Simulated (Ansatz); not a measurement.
Job for Ansatz (a program for electronic structure): R-r2SCAN/def2-TZVPP on F2GaHSe (SMILES [F][Ga]([F])[SeH]), a point of a torsion scan.

Ansatz 0.2 input:
```yaml
crystal:
  periodic: [false, false, false]
  atoms:
    - {symbol: F, position_ang: [-1.53138224, 1.48893874, 0.11779450]}
    - {symbol: Ga, position_ang: [-0.66462061, -0.04014743, 0.05878284]}
    - {symbol: F, position_ang: [-1.75908433, -1.40433230, -0.16343784]}
    - {symbol: Se, position_ang: [1.59928651, -0.35496431, 0.42886725]}
    - {symbol: H, position_ang: [1.30462328, -1.24700145, 1.53668157]}
basis:
  gaussian:
    orbitals: def2-TZVPP
hamiltonian:
  xc: {name: r2SCAN}
scf: {lower_state_search: off}
```

Output:

```
WARN ansatz: RAYON_NUM_THREADS=1 ignored (pool sized by the plan → 1); use --threads N
Functional definition: r2SCAN
these checks for a lower state are left out or cut short: stability, starts, cluster_reference, orbital_swaps, neighbouring_geometries, increment
integrals: 0.10 GiB planned
1126 factors; their error is unknown
mean field: 0.61 GiB planned
mean field evaluation 1: about -123175.3303 eV, gradient 6.2e1 eV
mean field evaluation 2: about -123141.6571 eV, gradient 1.6e2 eV
mean field evaluation 4: about -123180.5986 eV, gradient 1.0e1 eV
mean field evaluation 8: about -123180.7663 eV, gradient 1.2e-1 eV
mean field evaluation 16: about -123180.7228 eV, gradient 4.1e-5 eV
mean field -123180.72277675 eV, -4526.8080671529 hartree, gradient 5.9e-6 eV, S^2 0.000000; 0 other end points of the search recorded, 0 dependent functions left out
reference -123180.72278709 eV, -4526.8080675329 hartree; 42, 42 occupied and 130, 130 virtual orbitals, 1126 factors
Total energy: -123180.72278709 eV, -4526.8080675329 hartree
Checks for a lower state left out: stability, starts, cluster_reference, orbital_swaps, neighbouring_geometries, increment
```

The run converged.

Cost: roughly 6 core-seconds.
